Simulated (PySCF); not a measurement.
**Spinor energies of V⁴⁺ (vanadium, charge +4)**

Start: [Ar] 3d1; 3d3/2 filled at m_j = +3/2. Calculated with PySCF 2.14 in x2c-TZVPPall-2c: generalised Hartree-Fock with the X2C-1e Hamiltonian and a Gaussian nucleus; one run each with spin-orbit coupling (SO) switched off, then screened by Boettger's factors.

| spinor shell | electrons | ε, spin-free (eV) | ε, screened SO (eV) | weight of nominal j (screened SO) | rms radius, screened SO (bohr) |
| --- | --- | --- | --- | --- | --- |
| 1s1/2 | 2 | -5576.7 | -5576.7 | 1.000 | 0.0768 |
| 2s1/2 | 2 | -715.21 | -715.18 | 1.000 | 0.332 |
| 2p1/2 | 2 | -603.63 | -608.82 | 1.000 | 0.301 |
| 3s1/2 | 2 | -141.30 | -141.29 | 1.000 | 0.988 |
| 3p1/2 | 2 | -107.58 | -109.19 | 0.906 | 1.04 |
| 3p3/2 | 4 | -107.58 | -106.76 | 0.953 | 1.05 |
| 3d3/2 | 1 | -65.415 | -65.458 | 0.963 | 1.18 |

**Question.** Where does 2p3/2 lie, and what is the 2p spin-orbit splitting (screened SO)?

**Answer.** At -601.05 eV, 7.766 eV above 2p1/2.

```tsv
quantity	spin-free	screened SO
E (hartree)	-944.69619	-944.70651
M_J	3/2	3/2
⟨J²⟩	4.409	3.937
⟨L²⟩	6.007	6.007
⟨S²⟩	0.752	0.752
```

Each row is a mean over spinors that exchange with the open shell spreads, by up to 5.258 eV (3p1/2).

⟨J²⟩ departs a little from M_J(M_J + 1) because the unrestricted spinors polarise the closed shells.

Without spin-orbit coupling the j labels of p, d and f shells carry no meaning; the spin-free column gives the mean over the occupied spinors of each nl shell, and its ⟨J²⟩ belongs to a mixture of degenerate components.
